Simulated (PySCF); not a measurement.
## Correlation energy of Ge⁺ (germanium, charge +1)

[Ar] 3d10 4s2 4p1, 2P determinant. Calculation: PySCF 2.14, in ANO-RCC-VTZP (6s5p3d1f, 43 functions); scalar relativity by spin-free X2C-1e. Frozen: [Ar] 3d10; 3 electrons correlated.

```tsv
level	correlation energy (mhartree)
CCSD	-47.90
(T)	-0.51
CCSD(T)	-48.41
CCSDT	-48.62
FCI	-48.62
```

Diagnostics: T1 = 0.0095, D1 = 0.0227, largest double amplitude 0.096, weight of the Hartree-Fock determinant in FCI 0.9519 (11774 determinants).

Cost of the coupled-cluster step: about 0.6 core-seconds, for 3 correlated electrons.

Iterations:

```
CC2 = 0
CCSD nocc = (np.int64(2), np.int64(1)), nmo = (29, 29)
frozen orbitals [[0, 1, 2, 3, 4, 5, 6, 7, 8, 9, 10, 11, 12, 13], [0, 1, 2, 3, 4, 5, 6, 7, 8, 9, 10, 11, 12, 13]]
max_cycle = 100
direct = 0
conv_tol = 1e-08
conv_tol_normt = 1e-06
diis_space = 8
diis_start_cycle = 0
Init t2, MP2 energy = -0.0328599013335139
Init E_corr(UCCSD) = -0.0328599013336251
cycle = 1  E_corr(UCCSD) = -0.042550419585407  dE = -0.00969051825  norm(t1,t2) = 0.0497149
cycle = 2  E_corr(UCCSD) = -0.0458205982227995  dE = -0.00327017864  norm(t1,t2) = 0.0198826
cycle = 3  E_corr(UCCSD) = -0.0479113987758266  dE = -0.00209080055  norm(t1,t2) = 0.00865945
cycle = 4  E_corr(UCCSD) = -0.0478945699786323  dE = 1.68287972e-05  norm(t1,t2) = 0.000994646
cycle = 5  E_corr(UCCSD) = -0.0479064725069758  dE = -1.19025283e-05  norm(t1,t2) = 9.97224e-05
cycle = 6  E_corr(UCCSD) = -0.0479028474486451  dE = 3.62505833e-06  norm(t1,t2) = 1.54045e-05
cycle = 7  E_corr(UCCSD) = -0.0479043879968331  dE = -1.54054819e-06  norm(t1,t2) = 4.82072e-06
cycle = 8  E_corr(UCCSD) = -0.0479040143751066  dE = 3.73621727e-07  norm(t1,t2) = 1.32657e-06
cycle = 9  E_corr(UCCSD) = -0.0479040221421768  dE = -7.76707022e-09  norm(t1,t2) = 1.30216e-07
UCCSD converged
E(UCCSD) = -2096.830734404648  E_corr = -0.0479040221421768
UCCSD(T) correction = -0.000509430876958489
```
